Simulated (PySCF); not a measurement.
Ta(NMe)(F)2(OH) (CH4F2NOTa), SMILES C[N]=[Ta]([F])([F])[OH], multiplicity 1.

The structure is a stationary point at PBE-D3(BJ)/def2-SVP. The spin state was assumed, not searched. The def2 effective core potentials stand for the cores of Ta; spin–orbit coupling is left out. Other conformers were not sampled.

Vertical ionisation energy (IE) and electron affinity (EA) in eV. Rows of orbital energies are one-electron estimates. Where ΔSCF, EOM or ADC give a negative EA the extra electron is unbound and the value depends on the basis.

```
level                                           IE    EA
--------------------------------------------  ----  ----
−ε(HOMO), −ε(LUMO), r2SCAN/def2-TZVP (PySCF)   ___   ___
−ε(HOMO), −ε(LUMO), PBE/def2-TZVP (PySCF)     6.18  1.49
```

Fill in the missing entries. (An estimate is asked for; the answer gives what the named calculation found.)


- −ε(HOMO), −ε(LUMO), r2SCAN/def2-TZVP (PySCF), IE: 6.44
- −ε(HOMO), −ε(LUMO), r2SCAN/def2-TZVP (PySCF), EA: 1.33
